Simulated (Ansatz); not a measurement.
CH8O2Si2 can be A, `OC[SiH2][SiH2]O`, or B, `CO[SiH2]O[SiH3]`.

Gas-phase electronic energies from Ansatz, PBE0-D4/def2-TZVP geometries. CCSD(T)/CBS is the MP2 limit (def2-TZVPP, def2-QZVPP) plus CCSD(T) − MP2 in def2-TZVPP, frozen cores. DFT in def2-TZVPP. Each species was taken in one conformer, which may not be the lowest.

Q: Which isomer does CCSD(T)/CBS put lower? Give the gap. (Best estimate.)

A: The calculation gave: B, by 58.8 kcal/mol.

Q: Give E(B) − E(A) in kcal/mol with PBE0-D4, CCSD/def2-TZVPP, PBE-D4, B2PLYP, r2SCAN-D4, CCSD(T)/def2-TZVPP, HF/def2-TZVPP. (An estimate is asked.)

A: Ansatz gave: PBE0-D4 -52.5, CCSD/def2-TZVPP -60.4, PBE-D4 -49.0, B2PLYP -60.5, r2SCAN-D4 -56.8, CCSD(T)/def2-TZVPP -59.1, HF/def2-TZVPP -69.1. None reverses the order clearly.

Q: Does the order hold for the free energy at 298.15 K (harmonic terms from PBE0-D4)? (Best estimate.)

A: Computed: Yes: G(B) − G(A) = -59.5 kcal/mol, for one conformer each. Modes under 60 cm⁻¹, often nearly free rotors, make the harmonic entropy too high.

Largest T1 diagnostic: 0.012.

From r2SCAN to r2SCAN0 (25 % exact exchange), in def2-TZVPP and without D4, E(B) − E(A) moves by −1.4 kcal/mol. Leaving LDA and LC-ωPBE aside and taking each functional with its dispersion term where it has one, the values, not all of them listed here, spread over 14.4 kcal/mol, from BHLYP-D4 to PBE-D4. LDA lies −1.3 kcal/mol from PBE without D4.
